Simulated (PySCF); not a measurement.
```xyz
21

B      3.4060     0.7302    -0.7481
C      2.0905     0.0073    -0.3818
C      2.0535    -1.4058    -0.1265
C      0.8745    -2.0479     0.2009
C     -0.3466    -1.3138     0.2940
N     -1.4795    -2.0053     0.6217
C     -2.6174    -1.3330     0.7108
C     -2.7283     0.0655     0.4855
C     -1.6012     0.8258     0.1463
B     -1.7797     2.3500    -0.0897
C     -0.3466     0.1110     0.0434
C      0.8879     0.7296    -0.2901
H      4.4495     0.1078    -0.8281
H      3.4029     1.9294    -0.9587
H      2.9914    -1.9785    -0.1963
H      0.8247    -3.1283     0.3999
H     -3.5168    -1.9184     0.9774
H     -3.7111     0.5529     0.5791
H     -2.8931     2.8247     0.0314
H     -0.8605     3.0846    -0.3885
H      0.8998     1.8122    -0.4827
```

Charge 0, multiplicity 1.

Problem. Give the Mulliken and meta-Löwdin atomic charges from PBE-D3(BJ)/def2-TZVP // PBE-D3(BJ)/def2-SVP run with PySCF.

Solution. 
```csv
atom,Mulliken (e),meta-Löwdin (e)
B1,-0.08,-0.06
C2,0.13,-0.07
C3,-0.13,-0.09
C4,-0.22,-0.12
C5,0.17,0.11
N6,-0.11,-0.22
C7,-0.05,0.01
C8,-0.10,-0.10
C9,0.00,-0.06
B10,-0.04,-0.04
C11,0.08,0.00
C12,-0.25,-0.07
H13,0.00,0.01
H14,0.00,0.01
H15,0.11,0.13
H16,0.10,0.13
H17,0.12,0.13
H18,0.13,0.13
H19,0.01,0.02
H20,0.01,0.02
H21,0.12,0.13
```
